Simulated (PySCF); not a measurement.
SbH2(NMe2), C2H8NSb.
Bonds: Sb1–N4, N4–C5, N4–C6. Hydrogens: H2, H3 on Sb1; H7, H8, H9 on C5; H10, H11, H12 on C6.

Computed by this run: PBE0-D3(BJ)/def2-SVP geometry optimisation, gas phase, def2 core potentials past Kr in PySCF; density fitting, grid level 1; the optimiser is geomeTRIC in internal coordinates, started from a GFN2-xTB structure with every atom displaced at random (about 0.03 Å).

At the end of the run (lengths in Å): Sb1–H3 1.719, Sb1–N4 2.056, Sb1–H2 1.737, C5–H9 1.106, C6–H10 1.102, N4–C5 1.439, C5–H8 1.101, N4–C5–H7 114.0°, H3–Sb1–N4 92.8°, N4–C5–H8 110.8°, C5–N4–C6 113.4°, H2–Sb1–N4–C5 -43°, H7–C5–N4–Sb1 74°.

**Question.** These geometries were met on the way; a selection of coordinates is given. Order them by energy above the end point, lowest first.
A. Sb1–H3 1.715, Sb1–N4 2.053, Sb1–H2 1.738, C5–H9 1.105, C6–H10 1.101, N4–C5 1.445, C5–H8 1.100, N4–C5–H7 114.0°, H3–Sb1–N4 93.2°, N4–C5–H8 110.5°, C5–N4–C6 113.3°, H2–Sb1–N4–C5 -38°, H7–C5–N4–Sb1 72°
B. Sb1–H3 1.815, Sb1–N4 1.977, Sb1–H2 1.670, C5–H9 1.039, C6–H10 1.124, N4–C5 1.454, C5–H8 1.117, N4–C5–H7 107.4°, H3–Sb1–N4 86.3°, N4–C5–H8 106.8°, C5–N4–C6 110.5°, H2–Sb1–N4–C5 -33°, H7–C5–N4–Sb1 68°
C. Sb1–H3 1.721, Sb1–N4 2.068, Sb1–H2 1.746, C5–H9 1.096, C6–H10 1.105, N4–C5 1.456, C5–H8 1.102, N4–C5–H7 112.5°, H3–Sb1–N4 94.2°, N4–C5–H8 109.5°, C5–N4–C6 111.9°, H2–Sb1–N4–C5 -36°, H7–C5–N4–Sb1 70°

**Answer.** A (0.005 eV), C (0.032 eV), B (0.416 eV).

| step | E above end (eV) | rms distance from the end, all atoms (Å) | largest force (eV/Å) | rms shift of all bonds from the end (Å) |
| --- | --- | --- | --- | --- |
| 2 | 0.005 | 0.047 | 0.258 | 0.003 |
| 1 | 0.032 | 0.065 | 1.131 | 0.008 |
| 0 | 0.416 | 0.103 | 4.075 | 0.048 |

Rows stand in the order of the answer.
